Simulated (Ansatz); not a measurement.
H$_{4}$HfO$_{4}$, charge -1, doublet, geometry from GFN2-xTB (such geometries of metal compounds can be far from the true shape) (the multiplicity is a formal guess) (core potentials on Hf) (a gas-phase anion, which may not be bound at this level). Base run: BLYP/def2-SVP run with Ansatz (an electronic-structure program).

The Ansatz input:
Ansatz 0.2 input:
```yaml
crystal:
  periodic: [false, false, false]
  atoms:
    - {symbol: Hf, position_ang: [-0.00000000, 0.00000000, -0.00000000]}
    - {symbol: O, position_ang: [1.86824430, 0.33811420, -0.28908161]}
    - {symbol: H, position_ang: [1.71818795, 0.98809181, -0.98506148]}
    - {symbol: O, position_ang: [0.22989531, -0.32287162, 1.87912965]}
    - {symbol: H, position_ang: [1.19165090, -0.26527537, 1.84619568]}
    - {symbol: O, position_ang: [-0.54748506, 1.11112594, -1.46761215]}
    - {symbol: H, position_ang: [-1.31431976, 0.56973815, -1.68724728]}
    - {symbol: O, position_ang: [-1.55065456, -1.12636852, -0.12243589]}
    - {symbol: H, position_ang: [-1.59551909, -1.29255459, 0.82611309]}
basis:
  gaussian:
    orbitals: def2-SVP
hamiltonian:
  xc: blyp
total_charge: -1
magnetization: {spin_polarized: true, initial_magnetization: 1}
```

Each row names what was changed in the base input (with any setting that the change needs).

| change | ΔE vs base (mEh) |
|---|---|
| base | 0.000 |
| occupation = up:A:14 B:11 down:A:12 B:12 | 219.4 |
| symmetry_tolerance_ang = 0.01 | 0.000 |
| occupation = up:A:13 B:12 down:A:12 B:12 | 0.000 |
| occupation = up:A:12 B:13 down:A:12 B:12 | 84.625 |

A gas-phase anion may not be bound at this level; its values then depend on the basis.
